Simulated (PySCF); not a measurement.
C2H7NSi2, SMILES [SiH3][C@H]1N=C[SiH2]1.

The structure is a stationary point at ωB97X-D3(BJ)/def2-SVP. The structure was generated by enumeration; whether it is a known compound was not checked.

All values below come from TDDFT-PBE/def2-SVPD in PySCF.

Vertical excitations. Isolated molecule, no solvent.

| state | energy (eV) | λ (nm) | f | main pairs |
|---|---|---|---|---|
| S1 | 3.94 | 315 | 0.000 | HOMO→LUMO 99 % |
| S2 | 4.66 | 266 | 0.001 | HOMO→LUMO+1 99 % |
| S3 | 5.25 | 236 | 0.012 | HOMO−1→LUMO 75 %, HOMO−2→LUMO 23 % |
| S4 | 5.54 | 224 | 0.006 | HOMO→LUMO+2 99 % |
| S5 | 5.82 | 213 | 0.018 | HOMO→LUMO+3 93 % |
| S6 | 5.88 | 211 | 0.055 | HOMO−2→LUMO 59 %, HOMO−1→LUMO 15 %, HOMO−4→LUMO 10 % |
| S7 | 6.14 | 202 | 0.006 | HOMO→LUMO+4 59 %, HOMO−1→LUMO+1 36 % |
| S8 | 6.17 | 201 | 0.010 | HOMO−3→LUMO 40 %, HOMO−1→LUMO+1 29 %, HOMO→LUMO+4 14 %, HOMO→LUMO+5 12 % |
| S9 | 6.19 | 200 | 0.023 | HOMO−3→LUMO 52 %, HOMO−1→LUMO+1 26 %, HOMO→LUMO+4 13 % |
| S10 | 6.21 | 200 | 0.004 | HOMO→LUMO+5 82 % |
| T1 | 3.15 | 394 | 0 | HOMO→LUMO 99 % |
| T2 | 4.34 | 286 | 0 | HOMO−1→LUMO 77 %, HOMO−2→LUMO 16 % |
| T3 | 4.48 | 277 | 0 | HOMO→LUMO+1 98 % |
| T4 | 5.13 | 242 | 0 | HOMO−2→LUMO 77 %, HOMO−1→LUMO 19 % |
Triplets are in the Tamm–Dancoff approximation, which puts them higher than full response would, so one can lie above its singlet here.
